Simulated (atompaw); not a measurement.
## An all-electron radial function and its pseudo partner (beryllium (Be))

Columns: radius, all-electron u(r) and pseudo u(r) of the 2s shell (level -13.58 eV) of beryllium in the configuration [He] 2s1 2p0; PBEsol, scalar-relativistic, PAW (atompaw) scheme, atompaw 4.2.0.5.

| r (bohr) | all-electron | pseudo |
| --- | --- | --- |
| 0.115 | -0.2419 | 0.0732 |
| 0.231 | -0.2878 | 0.1461 |
| 0.346 | -0.2340 | 0.2167 |
| 0.462 | -0.1325 | 0.2852 |
| 0.577 | -0.0138 | 0.3498 |
| 0.692 | 0.1067 | 0.4102 |
| 0.808 | 0.2212 | 0.4665 |
| 0.923 | 0.3233 | 0.5169 |
| 1.038 | 0.4119 | 0.5616 |
| 1.154 | 0.4875 | 0.6005 |
| 1.269 | 0.5496 | 0.6328 |
| 1.385 | 0.5996 | 0.6588 |
| 1.500 | 0.6373 | 0.6782 |
| 1.615 | 0.6639 | 0.6911 |
| 1.731 | 0.6806 | 0.6981 |
| 1.846 | 0.6884 | 0.6991 |
| 1.962 | 0.6884 | 0.6946 |
| 2.077 | 0.6819 | 0.6852 |
| 2.192 | 0.6698 | 0.6715 |
| 2.308 | 0.6530 | 0.6537 |
| 2.423 | 0.6326 | 0.6329 |
| 2.538 | 0.6093 | 0.6094 |
| 2.654 | 0.5837 | 0.5837 |
| 2.769 | 0.5569 | 0.5569 |
| 2.885 | 0.5288 | 0.5288 |
| 3.000 | 0.5006 | 0.5006 |

**Question.** How many radial nodes do the two functions have?

**Answer.** The all-electron 2s function has n − l − 1 = 1; the pseudo-wave has 0, since the states of the same l below it are removed with the core.

**Question.** Where does each function peak?

**Answer.** Outermost all-electron maximum near 1.85 bohr, pseudo maximum near 1.85 bohr (to the table’s step).

**Question.** Is the pseudo-wave norm-conserving?

**Answer.** No, it belongs to a PAW set: the norm inside the radius is not constrained, and the difference is carried by the augmentation charge.
